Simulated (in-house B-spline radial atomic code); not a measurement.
Values are calculated unless marked as measured or tabulated.
Xe ion on W atom: potential, deflection and energy transfer

The pair potential comes from two frozen, spherical free-atom densities (PBE, B-spline radial code, scalar-relativistic past argon): electrostatics plus the change in Thomas-Fermi kinetic and Dirac exchange energy where they overlap, the recipe behind the universal ZBL potential, which averages such potentials (from solid-state densities) over many pairs. It is written V = (Z1 Z2 e²/r) φ(r/a), with e² = 14.3996 eV·Å and a = 0.46850 Å/(Z1^0.23 + Z2^0.23); ZBL's fit is φ = 0.18175 e^(−3.1998x) + 0.50986 e^(−0.94229x) + 0.28022 e^(−0.4029x) + 0.02817 e^(−0.20162x). Where φ falls below 4e-4 it is continued as an exponential.

Masses 131.29 and 183.84 u.

```csv
x = r/a,"φ, this pair","φ, ZBL"
0.1,0.882,0.8928
0.25,0.7535,0.7647
0.5,0.6004,0.6096
1,0.4072,0.4164
1.5,0.2907,0.2995
2,0.2145,0.2218
3,0.1247,0.1292
4,0.0772,0.08026
5,0.04973,0.05224
6.5,0.02785,0.02914
8,0.01638,0.01705
10,0.00861,0.008778
12,0.004856,0.00474
14.5,0.002507,0.002328
17,0.001342,0.001212
20,0.0006478,0.0005882
```

(1) At x = 2 the electrostatic, kinetic and exchange parts are 33101.84, 36381.62 and -1070.64 eV. Find r, V and φ.

(2) The ion comes in at 10.93 keV with impact parameter 0.0451 Å. The scattering integral gives a centre-of-mass angle of 164.2° and a closest approach of 5.007 a. What are the reduced energy, the energy passed on and the laboratory angles?

## Answers

(1) a = 0.46850/(2.5029 + 2.6911) = 0.09020 Å, so r = 0.18040 Å. V = 33101.84 + 36381.62 + (-1070.64) = 68412.82 eV. The bare repulsion is 54 × 74 × 14.3996/0.18040 = 318960 eV, so φ = 0.2145, -3.3 % against ZBL's 0.2218. The kinetic (Pauli) term is 53 % of V here.

(2) ε = E a M2/(Z1 Z2 e² (M1 + M2)) = 10930 × 9.1450e-07 = 0.01. The most that one collision can pass on is γE with γ = 4 M1 M2/(M1 + M2)² = 0.9722. Here T = γE sin²(θ/2) = 0.9722 × 10930 × 0.9811 = 10430 eV. The ion turns by arctan(sin θ/(cos θ + M1/M2)) = 132.3° (second quadrant: it bounces back), and the struck atom leaves at (180° − θ)/2 = 7.9°. The closest approach is 0.452 Å. With ZBL the angle would be 164.45° and T = 10440 eV.
